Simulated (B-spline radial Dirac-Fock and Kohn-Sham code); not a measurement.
# Al³⁺: photoemission with 1320 eV photons

System: Al³⁺ in the configuration [He] 2s2 2p6.

The run's input, task.json:

```json
{"items": [{
  "Z": 13,
  "q": 3,
  "cfg": [[1, 0, 2], [2, 0, 2], [2, 1, 6]],
  "A": 27,
  "rrms": 3.061,
  "do": ["binding", "quiet", "photo"],
  "hv": [27.6, 61.5, 68.5, 86.5, 91.1, 150.0, 249.0, 588.0, 777.0, 995.0, 1320.0, 6120.0, 6890.0, 7050.0, 8010.0, 8780.0, 21100.0, 22600.0, 23800.0, 38800.0, 65900.0, 128000.0, 131000.0, 132000.0]
}]}
```

Launch: `python xray_run.py task.json out`

Calculated with an atomic code on a B-spline grid, using a relativistic central-field model (Hartree-Slater potential of the initial state, Latter tail, multipole expansion of the photon field, Dirac-Fock thresholds). The asymmetry parameter β is from the dipole term alone. Kinetic energies are from the vacuum level.

The last column is dσ/dΩ = σ/(4π) · [1 − (β/2) P₂(cos θ)] at θ = 0° from the beam of unpolarised light.

```
  subshell  electrons  binding (eV)  kinetic (eV)  σ (kb)     β  dσ/dΩ (kb/sr)
   L1 (2s)          2         165.3        1154.7    13.7  2.00            ≈ 0
L2 (2p1/2)          2         118.8        1201.2    3.66  1.02          0.143
L3 (2p3/2)          4         118.4        1201.6    7.18  1.02          0.281
```

Branching ratios of the spin-orbit partners (statistical value in brackets): 2p 1.96 (2.00).

Run: 0.90 s of CPU time on 1 thread of Neoverse-V1 (shared host), peak memory 0.43 GiB.
